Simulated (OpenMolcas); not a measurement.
## neutral potassium: effect of the IPEA shift

```json
{
 "Program": "OpenMolcas",
 "Basis": "ANO-RCC-VTZP [6s5p2d1f]",
 "Scalar Hamiltonian": "DKH2, point nucleus",
 "Active space": "1 electron in 9 orbitals (3d 4s 4p)",
 "State averaging": "2S+1 = 2 even, 1 root; 2S+1 = 2 odd, 3 roots",
 "Spin-orbit coupling": "state interaction with AMFI integrals over the reference wave functions, term energies averaged over their components"
}
```

Methods on the same reference wave functions:
A. CASSCF
B. SS-CASPT2, IPEA 0 Eh, imaginary shift 0.1 Eh (closed shells correlated: 3s 3p)
C. SS-CASPT2, IPEA 0.25 Eh, imaginary shift 0.1 Eh (closed shells correlated: 3s 3p)

Energies in cm-1 above 4s 2S 1/2, the measured ground level; measured values from NIST Handbook of Basic Atomic Spectroscopic Data.

```tsv
Level	A	B	C	Measured
4s 2S 1/2	0.0	0.0	0.0	0.0
4p 2P* 1/2	11499	13108	12994	12985
4p 2P* 3/2	11536	13145	13031	13043
```

Deviations, from unrounded energies. A percentage is the sum of absolute deviations over the sum of measured energies, with the sign that they share, or ± where signs differ.

```json
{"Against measurement": "mean absolute deviation (cm-1)", "Levels": "2", "A": "1500", "B": "110", "C": "10"}
{"Against measurement": "other configurations (%)", "Levels": "2", "A": "-11.5", "B": "+0.9", "C": "±0.1"}
```

C lies closest to measurement on these levels and A furthest from it. The largest miss of C in the table is 4p 2P* 3/2, by -12 cm-1. The ranking rests on the paired levels alone, and a cruder setting can come out closer through cancelling errors.

Between B and C the level of the table that moves most is 4p 2P* 3/2, by 110 cm-1 (lowest in C, highest in B).

The lowest spin-free term lies below A's lowest term by 0.222 hartree in B, 0.222 hartree in C.

ANO sets are built for ground and valence states and can reach diffuse excited orbitals poorly. No level of 3d was computed, though it lies in the active space. With one active electron the reference holds no correlation, so core polarisation is missing (holds for A). With one active electron, CASPT2 adds the correlation within the correlated inactive shells and between them and that electron, and leaves the splitting within a term as the reference gives it (holds for B; C). Measured partners are found by configuration, term and J. A level has none where our copy of the source lacks it or the pairing is in doubt (some pairs that miss far off the trend of their configuration count as doubtful), and it then counts in no deviation. Levels of configurations outside the active space are missing.

* marks odd parity.
